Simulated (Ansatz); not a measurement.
The cluster TiF3. Total charge 0; doublet. Geometry PBE0-D4/def2-TZVP; atoms count from 1.

```xyz
4

Ti    0.0031    0.0005   -0.0042
F    -0.0189    1.7593    0.1874
F    -1.2398   -0.7988   -0.9773
F     1.2556   -0.9610    0.7941
```

The structure comes from a short search, and lower isomers may exist.

Q: Estimate the Mulliken populations from the PBE0/def2-TZVP orbitals of Ansatz.

A: 
```tsv
atom	charge (e)	spin (α − β)	d electrons
Ti1	1.45	1.04	2.06
F2	-0.48	-0.01	–
F3	-0.48	-0.01	–
F4	-0.48	-0.01	–
```
Mulliken values depend strongly on the basis.

Q: Where does the spin sit?

A: Summed by element: Ti 1.04, F -0.04, of 1 unpaired in all. Largest on single atoms: Ti1 1.04, F2 -0.01, F4 -0.01.

Q: And the Mayer bond orders between heavy atoms (over 0.3)?

A: Ti1–F2 0.91 (1.77 Å); Ti1–F3 0.91 (1.77 Å); Ti1–F4 0.91 (1.77 Å).
